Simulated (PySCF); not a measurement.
Species: C₅H₄F₂.
SMILES: `FC(F)C=C1C=C1`

Jobs on this species (11 atoms, 52 electrons) with PySCF (density fitting). Hardware of each: Arm Neoverse V1, one thread, no GPU (shared host). Times come from a shared host and carry two figures at best. Peak memory is the resident size of the whole Python process, interpreter and libraries included.

```tsv
level and settings	work	basis functions	SCF cycles	wall time	peak memory
delta-SCF UKS SCAN, def2-TZVP on the ionised atom, pcseg-1 elsewhere, spin-free X2C	ΔSCF core ionisation, 6 holes	135	?	?	?
delta-SCF UKS HF, pcX-2 on the ionised atom, pcseg-1 elsewhere, spin-free X2C	ΔSCF core ionisation, 6 holes	149	?	?	?
delta-SCF UKS SCAN, pcX-1 on the ionised atom, pcseg-1 elsewhere, spin-free X2C	ΔSCF core ionisation, 6 holes	128	114	38 s	0.56 GiB
PBE0-D3(BJ)/def2-SVP, grid level 1	geometry optimisation from a GFN2-xTB start shaken at random	118	49	38 s	0.49 GiB
delta-SCF UKS B3LYP, pcX-2 on the ionised atom, pcseg-1 elsewhere, spin-free X2C	ΔSCF core ionisation, 6 holes	149	100	56 s	0.58 GiB
delta-SCF UKS PBE0, pcX-2 on the ionised atom, pcseg-1 elsewhere, spin-free X2C	ΔSCF core ionisation, 6 holes	149	101	57 s	0.55 GiB
delta-SCF UKS SCAN, pcX-2 on the ionised atom, pcseg-1 elsewhere, spin-free X2C	ΔSCF core ionisation, 6 holes	149	116	47 s	0.49 GiB
delta-SCF UKS SCAN, pcX-2 on the ionised atom, pcseg-1 elsewhere, non-relativistic	ΔSCF core ionisation, 6 holes	149	117	40 s	0.56 GiB
delta-SCF UKS PBE, pcX-2 on the ionised atom, pcseg-1 elsewhere, spin-free X2C	ΔSCF core ionisation, 6 holes	149	110	28 s	0.55 GiB
```

Fill in the missing figures.

- delta-SCF UKS SCAN, def2-TZVP on the ionised atom, pcseg-1 elsewhere, spin-free X2C; ΔSCF core ionisation, 6 holes: 43 s, 0.56 GiB, 116 SCF cycles
- delta-SCF UKS HF, pcX-2 on the ionised atom, pcseg-1 elsewhere, spin-free X2C; ΔSCF core ionisation, 6 holes: 36 s, 0.56 GiB, 106 SCF cycles

What do all jobs in the table cost together?

About 6.4 min; the longest takes about 15 % of that, and about 2 times as long as the shortest.
